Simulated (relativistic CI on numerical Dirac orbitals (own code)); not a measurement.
Rb: calculation against measurement

Method of calculation: Dirac-Coulomb-Breit CI, KLI orbitals optimised for each configuration, model QED (radiative potential, 1s self-energy scaled to tabulated hydrogen-like ionisation energies), valence Slater integrals scaled by 0.85, P86 correlation energy added to each configuration (own radial code, finite nucleus).

Configuration list (outside the closed core [Kr]): 5s, 5p, 4d, 6s, 6p, 5d, 7s, 7p, 6d, 8s, 5f, 5g, 8p, 4f, 7d, 9s, 9p. Levels of other configurations are missing.

```tsv
Configuration	Term (tabulated)	J	Measured (cm⁻¹)	Computed	Error	Purity (%)
5s	2S	1/2	0.0	0	0	100
5p	2P°	1/2	12579.0	11348	-1231	100
5p	2P°	3/2	12816.5	11520	-1297	100
4d	2D	5/2	19355.2	18568	-788	100
4d	2D	3/2	19355.6	18597	-759	100
6s	2S	1/2	20132.5	19292	-840	100
6p	2P°	1/2	23715.1	22896	-819	100
6p	2P°	3/2	23792.6	22952	-841	100
```

Measured levels from NIST Handbook of Basic Atomic Spectroscopic Data (Sansonetti and Martin, J. Phys. Chem. Ref. Data 34, 1559 (2005)); pairs were made by configuration, J and term (by order where the table uses no LS term), so strongly mixed levels may be paired wrongly.

Mean error by configuration (cm⁻¹): 5p -1264; 4d -773; 6s -840; 6p -830. Over the excited levels the mean absolute error is 939 cm⁻¹ (7 of the 7 excited levels that our extract of the source holds in range could be paired), and the median relative error of those above 1,000 cm⁻¹ is 4.1 %.

Transition probabilities of persistent lines. The last column rescales the computed rate by the cube of measured over computed energy:

| λ measured (Å) | Lower | Upper | A tabulated (s⁻¹) | A computed | A rescaled |
| --- | --- | --- | --- | --- | --- |
| 4201.80 air | 5s ²S1/2 | 6p ²P°3/2 | 1.80e+06 | 3.59e+06 | 4.00e+06 |
| 4215.53 air | 5s ²S1/2 | 6p ²P°1/2 | 1.50e+06 | 2.99e+06 | 3.32e+06 |
| 7800.27 air | 5s ²S1/2 | 5p ²P°3/2 | 3.70e+07 | 3.50e+07 | 4.82e+07 |
| 7947.60 air | 5s ²S1/2 | 5p ²P°1/2 | 3.40e+07 | 3.36e+07 | 4.57e+07 |
